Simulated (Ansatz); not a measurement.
`BN[SiH2]NC` + H₂ → `BN[SiH3]` + CH₃NH₂  (hydrogenolysis of the Si–N bond)

Calculated with Ansatz (gas phase, PBE0-D4/def2-TZVP geometries, no zero-point term in ΔE). CCSD(T)/CBS is the MP2 limit (def2-TZVPP, def2-QZVPP) plus CCSD(T) − MP2 in def2-TZVPP, frozen cores. This one scheme is used for every species. DFT in def2-TZVPP. Each species was taken in one conformer, which may not be the lowest.

`BN[SiH2]NC`:

Cartesian coordinates in Å:
```
B 0.110 2.426 -0.367
N -0.772 1.358 -0.180
Si -0.649 -0.240 -0.882
N -0.299 -1.493 0.219
C 0.928 -1.608 0.976
H 1.055 2.280 -1.090
H -0.084 3.468 0.194
H -1.550 1.520 0.445
H 0.437 -0.106 -1.881
H -1.959 -0.605 -1.480
H -1.043 -2.092 0.535
H 1.716 -1.032 0.485
H 0.839 -1.229 2.001
H 1.271 -2.646 1.024
```

H₂:

Cartesian coordinates in Å:
```
H 0.359 0.023 -0.098
H -0.359 -0.023 0.098
```

`BN[SiH3]`:

Z-matrix (Å, degrees):
```
Si
N 1 1.745
H 1 1.487 2 110.4
H 1 1.480 2 107.6 3 -120.5
H 1 1.487 2 110.4 3 119.0
B 2 1.399 1 126.7 3 120.4
H 2 1.011 1 116.7 3 -59.6
H 6 1.198 2 119.6 1 -180.0
H 6 1.198 2 119.0 1 -0.0
```

CH₃NH₂:

Cartesian coordinates in Å:
```
C 0.568 0.001 0.002
N -0.849 -0.179 0.269
H 0.807 0.587 -0.897
H 1.045 -0.976 -0.101
H 1.037 0.496 0.856
H -1.301 -0.646 -0.507
H -1.308 0.716 0.378
```

(1) Is it downhill or uphill in electronic energy at CCSD(T)/CBS, and by how much? (Estimate.)

(2) What do these levels give: PBE-D4, ωB97M-V, B2PLYP, PBE, r2SCAN, PBE0, SCS-MP2/def2-TZVPP, CCSD/def2-TZVPP, HF/def2-QZVPP, MP2/def2-QZVPP, SCS-MP2/def2-QZVPP, MP2/CBS(def2)? (Estimate.)

Largest T1 diagnostic among the species: 0.012.

Answers

(1) The calculation gave: Uphill: ΔE = +47.2 kJ/mol.

(2) The calculation gave: PBE-D4 44.7, ωB97M-V 46.9, B2PLYP 41.3, PBE 36.7, r2SCAN 46.1, PBE0 36.0, SCS-MP2/def2-TZVPP 45.6, CCSD/def2-TZVPP 40.2, HF/def2-QZVPP 26.3, MP2/def2-QZVPP 54.1, SCS-MP2/def2-QZVPP 47.4, MP2/CBS(def2) 55.1 kJ/mol.

The D4 term adds +12.4 kJ/mol with B3LYP and +7.1 kJ/mol with PBE0; it sums over pairs of atoms, weighted by their polarisabilities, and B3LYP, whose exchange is more repulsive, gets the larger term. In def2-TZVPP, CCSD(T) changes the Hartree–Fock value by +18.8 kJ/mol (the triples alone add +4.1 kJ/mol) and MP2 by +26.7 kJ/mol.

B3LYP here is the variant with VWN-RPA as its local correlation; programs differ in this.
